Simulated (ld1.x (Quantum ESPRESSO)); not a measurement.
## Cutoff test, antimony (Sb), TM semilocal

ld1.x (Quantum ESPRESSO) 7.5 input, shortened:

```
&input
   title='Sb', zed=51., rel=1, dft='PBESOL', iswitch=3,
   config='[Kr] 4d10 5s2 5p2'
 /
 &inputp
   pseudotype=1, tm=.true., lloc=2,
   nlcc=.false.
 /
3
4S  1  0   2.00   0.00  0.80  0.80  0.0
4P  2  1   6.00   0.00  1.40  1.40  0.0
4D  3  2  10.00   0.00  1.10  1.10  0.0
 &test
   configts(1)='4s2 4p6 4d10 5s2 5p2'
 /
```

Occupied shells without a wave of their own: 5p, 5s. They enter only through the test configuration that unscreens the potential.

The pseudo-atom Hamiltonian at the reference potential is diagonalised in spherical Bessel functions j_l(qr) that vanish at 20 bohr, with q² up to the cutoff. All-electron valence levels (Ry): 4s -11.5515, 5s -1.5221, 4p -8.0976, 5p -0.8842, 4d -3.0846.

How do the lowest levels (Ry) of each channel move with the cutoff, and are there ghosts?

```tsv
cutoff (Ry)	s #1	s #2	s #3	p #1	p #2	p #3	d #1	Σ f·Δε (mRy)
8	-9.2301	-1.1403	-0.2719	-4.1847	-0.4911	-0.1433	-0.6169	54484.3
25	-9.8259	-1.2807	-0.2969	-7.7646	-0.8412	-0.2045	-1.8561	18440.7
50	-11.2149	-1.4713	-0.3267	-8.0956	-0.9307	-0.2191	-2.8932	2744.3
100	-11.4683	-1.5306	-0.3364	-8.0976	-0.9328	-0.2195	-3.0831	204.0
180	-11.5456	-1.5401	-0.3378	-8.0976	-0.9329	-0.2195	-3.0846	15.5
400	-11.5518	-1.5414	-0.3380	-8.0976	-0.9329	-0.2195	-3.0846	0.0
```

Result: no extra level below or beside the all-electron valence levels (s, p, d tested); the semilocal form is local in each channel, so this says nothing of the separable form that plane-wave codes build from it; 10 mRy is reached at 200 Ry and 1 mRy at over 300 Ry.

The potential misses its own reference levels by up to 0.7 eV. Its largest configuration-test error is -2011 meV.
